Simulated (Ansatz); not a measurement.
Cd₆Te₆H₁₈⁻. Charge -1, multiplicity 2. Geometry PBE-D4/def2-SVP; atoms count from 1.

Cartesian coordinates in Å:
```
Te 1.3575 0.5322 -3.8519
Cd 2.3575 -1.6573 -2.2474
Cd 1.7854 1.9879 2.0420
Te 2.3669 -0.5498 0.6461
Te 0.0383 -3.3844 -2.3365
Cd 0.8259 -0.8543 3.1498
Cd -0.9527 1.9964 -2.9099
Te -0.3805 2.4840 0.0957
Te -2.8916 -0.1507 -2.9215
Cd -2.4450 -2.4315 -1.1986
Cd -1.3001 1.4914 2.7231
Te -1.6145 -1.1882 1.5149
H 3.1108 2.6336 -0.9678
H 2.4816 1.6512 -3.2986
H 3.9830 -2.2318 -2.3179
H 3.6789 3.1213 -1.1475
H 2.8798 3.1069 2.7468
H 3.9220 -0.8483 1.2119
H 0.4787 -4.2978 -0.9970
H 0.9130 -3.7938 1.5223
H 1.1035 -4.4900 1.7910
H 1.2719 -1.6628 4.5972
H -1.3154 3.6169 -3.3786
H -0.5957 4.1381 0.3081
H -3.9693 0.6142 -1.8843
H -3.8758 1.4859 0.5666
H -3.7039 -3.4713 -0.6407
H -2.2959 2.2743 3.8819
H -4.5803 1.7836 0.6571
H -2.6338 -1.9057 2.6435
```

In the def2 sets Cd, Te take a core potential; there is no spin–orbit coupling. Single mean-field runs in def2-TZVP are fitted with def2-universal-jkfit. In the doublet geometry the species has come apart into loosely held pieces. In the charge -1 doublet, H13 and H16 lie 0.77 Å apart, H26 and H29 lie 0.77 Å apart, H20 and H21 lie 0.77 Å apart (atoms count from 1), so H2 has formed as a molecule.

Estimate the Mulliken populations of the heavy atoms from the PBE0/def2-TZVP orbitals of Ansatz.


```json
{"atom": "Te1", "charge (e)": "-0.43", "spin (α − β)": "0.00", "d electrons": "–"}
{"atom": "Cd2", "charge (e)": "0.41", "spin (α − β)": "0.01", "d electrons": "9.99"}
{"atom": "Cd3", "charge (e)": "0.24", "spin (α − β)": "0.23", "d electrons": "9.98"}
{"atom": "Te4", "charge (e)": "-0.40", "spin (α − β)": "0.05", "d electrons": "–"}
{"atom": "Te5", "charge (e)": "-0.43", "spin (α − β)": "0.00", "d electrons": "–"}
{"atom": "Cd6", "charge (e)": "0.24", "spin (α − β)": "0.23", "d electrons": "9.98"}
{"atom": "Cd7", "charge (e)": "0.41", "spin (α − β)": "0.01", "d electrons": "9.99"}
{"atom": "Te8", "charge (e)": "-0.40", "spin (α − β)": "0.05", "d electrons": "–"}
{"atom": "Te9", "charge (e)": "-0.43", "spin (α − β)": "0.00", "d electrons": "–"}
{"atom": "Cd10", "charge (e)": "0.41", "spin (α − β)": "0.01", "d electrons": "9.99"}
{"atom": "Cd11", "charge (e)": "0.24", "spin (α − β)": "0.23", "d electrons": "9.98"}
{"atom": "Te12", "charge (e)": "-0.41", "spin (α − β)": "0.05", "d electrons": "–"}
```
Mulliken values depend strongly on the basis.

Where does the spin sit?

Summed by element: Te 0.16, Cd 0.70, H 0.14, of 1 unpaired in all. Largest on single atoms: Cd6 0.23, Cd11 0.23, Cd3 0.23.

And the Mayer bond orders between heavy atoms (over 0.3)?

Te1–Cd2 0.53 (2.89 Å); Te1–Cd7 0.53 (2.89 Å); Cd2–Te5 0.53 (2.89 Å); Cd3–Te4 0.43 (2.95 Å); Cd3–Te8 0.43 (2.95 Å); Te4–Cd6 0.42 (2.96 Å); Te5–Cd10 0.53 (2.89 Å); Cd6–Te12 0.42 (2.96 Å); Cd7–Te9 0.53 (2.89 Å); Te8–Cd11 0.42 (2.96 Å); Te9–Cd10 0.53 (2.89 Å); Cd11–Te12 0.42 (2.96 Å).
